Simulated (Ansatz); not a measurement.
## Redistribution: C4H10 + CH2ClI → C4H9I + CH3Cl

Species: C4H10 (isobutane) `CC(C)C`, singlet; CH2ClI `ClCI`, singlet; C4H9I (tert-butyl iodide) `CC(C)(C)I`, singlet; CH3Cl (chloromethane) `CCl`, singlet. The partners trade H for I; both sit on C, so the bond types are kept.

Shapes, held fixed at every level: PBE0-D4/def2-TZVP. Programs: Ansatz 0.2.0. The zero-point and thermal change to 298 K, harmonic and unscaled (PBE0-D4/def2-TZVP), is -0.6 kJ/mol.

```
               level                    kind  ΔH(298 K) (kJ/mol)  less CCSD(T)/def2-TZVPP
   PBE-D4/def2-TZVPP                     GGA               -25.9                     +7.7
r2SCAN-D4/def2-TZVPP                meta-GGA               -30.1                     +3.5
  PBE0-D4/def2-TZVPP           global hybrid               -27.9                     +5.7
  wB97X-V/def2-TZVPP  range-separated hybrid               -28.1                     +5.5
        MP2/def2-SVP     perturbation theory               -37.2                     -3.6
    CCSD(T)/def2-SVP   coupled cluster or CI               -33.9                     -0.3
       CCSD/def2-SVP   coupled cluster or CI               -31.9                     +1.7
  CCSD(T)/def2-TZVPP   coupled cluster or CI               -33.6                      0.0
```

The highest level, CCSD(T)/def2-TZVPP, gives ΔH(298 K) = -33.6 kJ/mol; the levels span -37.2 to -25.9. The column of differences is taken from that level and isn't an error. No measured value is set beside it here. For atoms past krypton def2 sets carry core potentials with scalar relativity. Outer-core shells of I are correlated, in sets that cover them unevenly.
